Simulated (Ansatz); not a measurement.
A nudged elastic band was laid between two geometries of CH4O + HSe (8 atoms, charge 0, multiplicity 2).

Level of theory: UKS PBE/def2-SVP in Ansatz 0.2.0.

```yaml
movable_images: 5
climbing_image: yes
spring: 5.0 eV/Å²
optimiser: quadratic models (default)
start_path: through a guess of the saddle point
force_threshold: 0.03 eV/Å
iteration_limit: 60
end_points: relaxed
```

Image 0:

```xyz
8
Properties=species:S:1:pos:R:3
H -0.229 -0.863 -1.015
Se 2.304 -0.925 -0.797
O -0.415 -0.941 -0.056
C -0.882 0.316 0.409
H 2.269 0.441 -0.210
H -1.896 0.555 0.011
H -0.200 1.157 0.146
H -0.951 0.261 1.513
```

Image 6:

```xyz
8
Properties=species:S:1:pos:R:3
H -0.035 -0.348 -1.304
Se 2.277 -1.114 -0.594
O -0.508 -0.724 -0.531
C -0.910 0.347 0.309
H 2.273 -0.056 0.455
H -1.312 -0.094 1.242
H -1.716 0.963 -0.158
H -0.068 1.027 0.581
```

Task: What changes between the two ends?

Result: No bond is made or broken.  The two ends are copies of one structure, up to a mirror image or an exchange of like atoms.

Task: Give the energies along the band, and the barrier.

Result: The run converged. The highest image is number 2 of 0 to 6, 0.045 eV above the ends, which have the same energy within 2 meV. A vibrational analysis at the climbing image gives one clearly imaginary mode, 155i cm⁻¹: a first-order saddle point.

```
image  path coordinate (Å)  energy (eV)
    0                 0.00        0.000
    1                 0.67        0.011
    2                 1.35        0.045
    3                 1.84        0.036
    4                 2.34        0.021
    5                 2.84        0.007
    6                 3.33        0.000
```

Task: What is the geometry of the highest image?

Result: 
```xyz
8
Properties=species:S:1:pos:R:3:forces:R:3
H -0.003 -0.612 -1.128 0.00 0.01 0.00
Se 2.267 -1.031 -0.670 0.00 -0.01 0.00
O -0.573 -0.853 -0.362 -0.01 -0.02 0.01
C -0.913 0.330 0.348 0.00 0.00 -0.01
H 2.290 0.213 0.146 0.00 0.01 0.00
H -2.007 0.328 0.544 0.00 0.00 0.00
H -0.663 1.257 -0.211 0.00 0.00 0.01
H -0.398 0.369 1.334 0.00 0.00 0.00
```

Task: What are the harmonic wavenumbers there?

Result: 155i, 93, 125, 148, 254, 325, 1027, 1057, 1130, 1310, 1399, 1412, 1431, 2357, 2936, 3013, 3036, 3504 cm⁻¹.

Time of the run: 66 s on 2 threads of Intel(R) Xeon(R) 6975P-C (Granite Rapids), on a shared host, peak memory 0.2 GiB.
